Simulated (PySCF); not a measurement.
C₄H₄ClF, SMILES F[C@H]1C=C(Cl)C1. Atoms are numbered in the order given.

```xyz
10

F     -2.3228    -0.2488     1.1555
C     -1.5623    -0.0996     0.0117
C     -0.5243     0.9973     0.0418
C      0.4632     0.1090    -0.1703
Cl     2.1499     0.2635    -0.4634
C     -0.3988    -1.1295    -0.1376
H     -2.2533    -0.0711    -0.8481
H     -0.5789     2.0813     0.1358
H     -0.2783    -1.7545     0.7595
H     -0.3991    -1.7580    -1.0424
```
Charge 0, spin multiplicity 1.

Coordinates come from a TPSSh-D3(BJ)/def2-SVP optimisation. The structure was generated by enumeration; whether it is a known compound was not checked.

Two levels are set side by side: PBE/pcSseg-1 (PySCF) and PBE0/pcSseg-1 (PySCF). GIAO shifts against CFCl3 (¹⁹F), HCl (³⁵Cl), TMS (¹H), TMS (¹³C) at the same level; non-relativistic, no solvent, atoms listed together averaged. Without spin–orbit terms, shifts of atoms bonded to Cl or Br come out too high at both levels. Differences are taken from unrounded values.

```csv
quantity,PBE
δ(¹⁹F) of F1 (ppm),-214.1
δ(¹³C) of C2 (ppm),90.7
δ(¹³C) of C3 (ppm),141.5
δ(¹³C) of C4 (ppm),153.4
δ(³⁵Cl) of Cl5 (ppm),284.9
δ(¹³C) of C6 (ppm),53.7
δ(¹H) of H7 (ppm),5.69
δ(¹H) of H8 (ppm),6.41
"δ(¹H) of H9, H10 (ppm)",3.24
```

### Question
These are the PBE values. What does PBE0 give? (An estimate is asked for; the answer gives what the named calculation found.)

### Answer

```json
[
 {"quantity": "δ(¹⁹F) of F1 (ppm)", "PBE0": "-198.0", "PBE minus PBE0": "-16.1"},
 {"quantity": "δ(¹³C) of C2 (ppm)", "PBE0": "87.2", "PBE minus PBE0": "3.5"},
 {"quantity": "δ(¹³C) of C3 (ppm)", "PBE0": "144.0", "PBE minus PBE0": "-2.5"},
 {"quantity": "δ(¹³C) of C4 (ppm)", "PBE0": "154.9", "PBE minus PBE0": "-1.5"},
 {"quantity": "δ(³⁵Cl) of Cl5 (ppm)", "PBE0": "256.7", "PBE minus PBE0": "28.2"},
 {"quantity": "δ(¹³C) of C6 (ppm)", "PBE0": "51.3", "PBE minus PBE0": "2.4"},
 {"quantity": "δ(¹H) of H7 (ppm)", "PBE0": "5.51", "PBE minus PBE0": "0.18"},
 {"quantity": "δ(¹H) of H8 (ppm)", "PBE0": "6.53", "PBE minus PBE0": "-0.12"},
 {"quantity": "δ(¹H) of H9, H10 (ppm)", "PBE0": "3.23", "PBE minus PBE0": "0.01"}
]
```

Rough cost on one machine, each run with all the roots and properties that it gave: PBE0 against PBE within a factor of 2.
